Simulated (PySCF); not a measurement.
Cartesian coordinates in Å; atom numbers follow the order of the lines, from 1:
```xyz
19

P    -0.7848   -0.0764    2.4839
Si   -0.7989    0.1857    0.2471
P    -2.3605    1.6765   -0.4298
C    -0.3494   -1.3064   -0.9070
C     0.9264   -0.5925   -1.3808
C     0.9421    0.6384   -0.4590
C     2.0268    0.6181    0.5797
Cl    1.7918    1.9838    1.6977
Cl    1.9635   -0.8869    1.5211
H    -2.1548    0.1314    2.6080
H    -0.9507   -1.4511    2.4333
H    -3.4169    0.8693   -0.0491
H    -2.4020    1.2170   -1.7345
H    -0.1337   -2.2317   -0.3777
H    -1.0403   -1.5400   -1.7133
H     1.8174   -1.2084   -1.2694
H     0.8493   -0.2899   -2.4234
H     1.0267    1.5770   -1.0073
H     3.0383    0.6955    0.1730
```

Computational details: geometry: GFN2-xTB, shielding tensors at PBE0/pcSseg-1 (GIAO), in PySCF 2.14 (no relativistic terms, rapidly exchanging positions averaged, isolated molecule, one conformer).

Scale: 13C (σ = 186.93 ppm), 1H (σ = 31.72 ppm), 29Si (σ = 349.16 ppm) vs TMS; 31P (σ = 318.38 ppm) vs H3PO4; HCl for 35Cl (σ = 949.78 ppm) (reference shieldings calculated alike).

```csv
atoms,nucleus,count,δ (ppm)
H14,1H,1,1.86
H12/H13,1H,2,?
Cl9,35Cl,1,241
C5,13C,1,?
C6,13C,1,?
H17,1H,1,2.35
Si2,29Si,1,28.4
C4,13C,1,26.8
H10/H11,1H,2,1.55
P1,31P,1,-265.2
H19,1H,1,?
C7,13C,1,92.3
P3,31P,1,-271.0
H16,1H,1,2.09
H18,1H,1,2.29
Cl8,35Cl,1,281
H15,1H,1,?
```

**Question.** Fill in the missing shifts.

**Answer.** 
- C6: 47.0 ppm, sp3 CH bonded to Si
- C5: 24.1 ppm, sp3 CH2 in a ring; saturated and bonded to C and H only
- H19: 6.20 ppm, hydrogen on an sp3 CH bonded to 2 Cl; its carbon carries Cl, which withdraws density
- H15: 1.61 ppm, hydrogen on an sp3 CH2 bonded to Si
- H12/H13: 1.47 ppm, hydrogen on a phosphorus bonded to Si

Carbons that carry Cl, above all several Cl atoms, come out too deshielded, partly because spin–orbit coupling is missing. Shifts are as computed. Against solution values, carbons near 30 ppm lie about +3 ppm off and those near 130 ppm about +5 ppm; carbons on Cl a further +6 ppm. Of 1309 compounds with measured shifts, 239 miss one by over three times the rms of a fit or turn the order of signals round; such compounds aren't used in these exercises. Experimental scales use liquid or dissolved standards, which lie at an offset from isolated H3PO4.
